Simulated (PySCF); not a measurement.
trifluoro(fluorosilyloxy)silane (F4H2OSi2), SMILES F[Si](O[SiH2]F)(F)F. Atoms are numbered in the order given.

```xyz
9

Si     1.8531     0.5330     0.8056
F      2.4477    -0.9535     0.5951
O      0.4056     0.6220     0.0081
Si    -1.0260    -0.0081    -0.3785
F     -2.1271     1.1400    -0.4385
F     -1.4847    -1.0863     0.7023
F     -0.9721    -0.7198    -1.8013
H      1.6287     0.7415     2.2544
H      2.7727     1.5095     0.1836
```

Geometry: PBE0-D3(BJ)/def2-SVP. The values are those of a single conformer.

Calculation: TDDFT-PBE/def2-SVPD run with PySCF.

Vertical excitations. 

```csv
state,energy (eV),λ (nm),f,main pairs
S1,7.25,171,0.000,HOMO→LUMO 99 %
S2,7.70,161,0.005,HOMO→LUMO+1 99 %
S3,8.37,148,0.015,HOMO−1→LUMO 99 %
S4,8.54,145,0.004,"HOMO→LUMO+2 79 %, HOMO→LUMO+3 13 %"
S5,8.70,142,0.005,"HOMO−2→LUMO 68 %, HOMO→LUMO+3 28 %"
S6,8.76,141,0.107,"HOMO→LUMO+3 54 %, HOMO−2→LUMO 18 %, HOMO→LUMO+2 16 %"
S7,8.82,141,0.042,HOMO−1→LUMO+1 86 %
S8,9.04,137,0.001,HOMO−2→LUMO+1 99 %
S9,9.13,136,0.000,HOMO−4→LUMO 100 %
S10,9.19,135,0.105,HOMO−3→LUMO 92 %
T1,7.01,177,0,HOMO→LUMO 97 %
T2,7.29,170,0,HOMO→LUMO+1 97 %
T3,8.02,155,0,"HOMO→LUMO+2 74 %, HOMO→LUMO+3 19 %"
T4,8.10,153,0,HOMO−1→LUMO 99 %
```
Triplets are in the Tamm–Dancoff approximation, which puts them higher than full response would, so one can lie above its singlet here.
